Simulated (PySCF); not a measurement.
A PySCF script (with the pyscf-properties extension) for the NMR shieldings of `CS[Si@@H]1CC[SiH2]N1`, C3H11NSSi2, on a PBE0-D3(BJ)/def2-SVP geometry:

```python
import basis_set_exchange as bse
import numpy as np
from pyscf import gto, dft
from pyscf.prop import nmr

atoms = """
C     3.323146    0.431194   -0.266981
S     1.853520    1.505445   -0.191687
Si    0.350155    0.098547    0.417451
C    -0.644150   -0.685376   -0.988062
C    -2.104715   -0.852908   -0.524995
Si   -2.536330    0.618500    0.585355
N    -0.938190    0.947529    1.211773
H     3.303410   -0.222707   -1.149930
H     4.197115    1.092244   -0.339824
H     3.417751   -0.180372    0.641882
H     1.070157   -0.910820    1.263867
H    -0.584777    0.023489   -1.832201
H    -0.206135   -1.631650   -1.345071
H    -2.799294   -0.967773   -1.372820
H    -2.209633   -1.763733    0.089497
H    -3.513767    0.268894    1.664214
H    -3.116581    1.772613   -0.175872
H    -0.760197    1.606636    1.961538
"""
names = dict.fromkeys(["C", "S", "Si", "N", "H"], "pcSseg-1")
basis = {el: gto.basis.parse(bse.get_basis(n, elements=[el], fmt="nwchem")) for el, n in names.items()}
mol = gto.M(atom=atoms, basis=basis, charge=0, verbose=0)
mf = dft.RKS(mol, xc="HYB_GGA_XC_WP04")
mf.grids.level = 2
mf.grids.alignment = dft.numint.BLKSIZE   # the property module wants whole blocks of grid points
mf.conv_tol = 1e-9
mf.kernel()

calc = nmr.RKS(mf)   # GIAO
C = mf.mo_coeff
Co = C[:, mf.mo_occ > 0]
resp = mf.gen_response(singlet=True, hermi=2)
def vind(x):   # induced exchange potential for any number of trial vectors
    d = np.einsum("pi,xij,qj->xpq", C, 2 * x.reshape(-1, C.shape[1], Co.shape[1]), Co, optimize=True)
    return np.einsum("xpq,pi,qj->xij", resp(d - d.transpose(0, 2, 1)), C, Co, optimize=True).ravel()
mo1, _ = nmr.rhf.solve_mo1(calc, with_cphf=vind)
sigma = calc.kernel(mo1)
for i, s in enumerate(sigma):   # ppm
    print("%2d %-2s %9.2f" % (i, mol.atom_pure_symbol(i), np.trace(s) / 3))
```

Problem. What are the results?

Solution. 
```
 0 C     155.56
 1 S     612.74
 2 Si    324.74
 3 C     157.81
 4 C     163.86
 5 Si    366.55
 6 N     229.76
 7 H      29.78
 8 H      29.74
 9 H      29.77
10 H      26.90
11 H      30.82
12 H      30.45
13 H      30.59
14 H      30.77
15 H      27.48
16 H      27.44
17 H      31.29
```

These numbers come from an equivalent density-fitted implementation of the same equations, which agrees with the script to about 0.01 ppm for H and up to a few tenths of a ppm for heavy atoms, so last digits may differ.

Problem. Turn these shieldings into chemical shifts. References, each an isolated molecule treated in the same way: ¹³C (σref 172.44), ²⁹Si (σref 338.69), ¹H (σref 31.56) against TMS; ³³S (σref 462.27) against CS2; NH3 for ¹⁵N (σref 246.90).

Solution. Averaging equivalent atoms: C 0: 16.9; C 3: 14.6; C 4: 8.6; S 1: -150; Si 2: 14.0; Si 5: -27.9; N 6: 17.1; H 10: 4.67; H 16: 4.12; H 15: 4.09; H 7/8/9: 1.80; H 12: 1.11; H 13: 0.97; H 14: 0.79; H 11: 0.74; H 17: 0.27 ppm. Experimental scales use liquid or dissolved standards, which lie at an offset from isolated NH3 (liquid NH3: subtract about 20 ppm).

Size and cost of the density-fitted run: 195 basis functions, 22 s wall time on 1 thread of an Arm Neoverse V2, shared host.
